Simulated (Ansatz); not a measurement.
Geometry optimisation, Ansatz 0.2.0, RKS CAM-B3LYP/def2-SVP.

Input:

```yaml
crystal:
  periodic: [false, false, false]
  atoms:
    - { symbol: B, position_ang: [-1.5134, -0.9673, -0.7266] }
    - { symbol: C, position_ang: [-0.1738, -0.2716, -0.3423] }
    - { symbol: O, position_ang: [0.7167, -1.306, -0.1368] }
    - { symbol: O, position_ang: [-0.2869, 0.4872, 0.8393] }
    - { symbol: B, position_ang: [-1.42363, 0.16203, 1.60189] }
    - { symbol: Cl, position_ang: [-2.95053, 1.18677, 1.43856] }
    - { symbol: H, position_ang: [-2.0795, -1.6549, 0.0138] }
    - { symbol: H, position_ang: [-2.0212, -0.6583, -1.7878] }
    - { symbol: H, position_ang: [0.1344, 0.3851, -1.171] }
    - { symbol: H, position_ang: [1.6464, -0.9564, -0.3487] }
    - { symbol: H, position_ang: [-1.38455, -0.6633, 2.43732] }
basis:
  gaussian: { orbitals: def2-SVP }
hamiltonian:
  xc: cam_b3lyp
relax:
  f_tol: 0.015
  max_steps: 40
output:
  orbitals: {}
```

Run as:

```bash
$ ansatz run input.yaml --threads 2 --pin off --max-ram 3072MiB --backend cpu --events-out ev --progress --plain --runs-dir out
```

**Question.** Where does it end, and by what steps?

**Answer.** The forces met the threshold. After 16 steps the energy has fallen by 1.190 eV; H11 moved furthest, 1.34 Å. Joined: B1–Cl6.

```json
{"step": "0", "energy less start (eV)": "0.0000", "largest force component (eV/Å)": "2.559", "accepted": "yes"}
{"step": "1", "energy less start (eV)": "-0.3027", "largest force component (eV/Å)": "1.377", "accepted": "yes"}
{"step": "2", "energy less start (eV)": "-0.4323", "largest force component (eV/Å)": "0.579", "accepted": "yes"}
{"step": "3", "energy less start (eV)": "-0.4927", "largest force component (eV/Å)": "1.019", "accepted": "yes"}
{"step": "4", "energy less start (eV)": "-0.5537", "largest force component (eV/Å)": "0.381", "accepted": "yes"}
{"step": "5", "energy less start (eV)": "-0.6517", "largest force component (eV/Å)": "0.388", "accepted": "yes"}
{"step": "6", "energy less start (eV)": "-0.7261", "largest force component (eV/Å)": "0.642", "accepted": "yes"}
{"step": "7", "energy less start (eV)": "-0.8284", "largest force component (eV/Å)": "1.164", "accepted": "yes"}
{"step": "8", "energy less start (eV)": "-0.9628", "largest force component (eV/Å)": "0.672", "accepted": "yes"}
{"step": "9", "energy less start (eV)": "-1.0747", "largest force component (eV/Å)": "0.439", "accepted": "yes"}
{"step": "10", "energy less start (eV)": "-1.0791", "largest force component (eV/Å)": "1.146", "accepted": "yes"}
{"step": "11", "energy less start (eV)": "-1.1574", "largest force component (eV/Å)": "0.613", "accepted": "yes"}
{"step": "12", "energy less start (eV)": "-1.1825", "largest force component (eV/Å)": "0.347", "accepted": "yes"}
{"step": "13", "energy less start (eV)": "-1.1890", "largest force component (eV/Å)": "0.126", "accepted": "yes"}
{"step": "14", "energy less start (eV)": "-1.1892", "largest force component (eV/Å)": "0.167", "accepted": "yes"}
{"step": "15", "energy less start (eV)": "-1.1899", "largest force component (eV/Å)": "0.092", "accepted": "yes"}
{"step": "16", "energy less start (eV)": "-1.1903", "largest force component (eV/Å)": "0.009", "accepted": "yes"}
```

```xyz
11
Properties=species:S:1:pos:R:3
B -1.695 -0.809 -0.749
C -0.222 -0.372 -0.271
O 0.631 -1.410 -0.561
O -0.182 -0.107 1.174
B -1.260 0.272 1.815
Cl -2.782 0.373 0.823
H -2.052 -1.909 -0.419
H -2.136 -0.320 -1.757
H 0.133 0.576 -0.714
H 1.546 -1.108 -0.499
H -1.316 0.557 2.975
```

Whether the end is a true minimum wasn't checked by a vibrational analysis.

Run time: 67 s on 2 threads of Arm Neoverse V1, with other jobs on the host, peak memory 0.31 GiB.
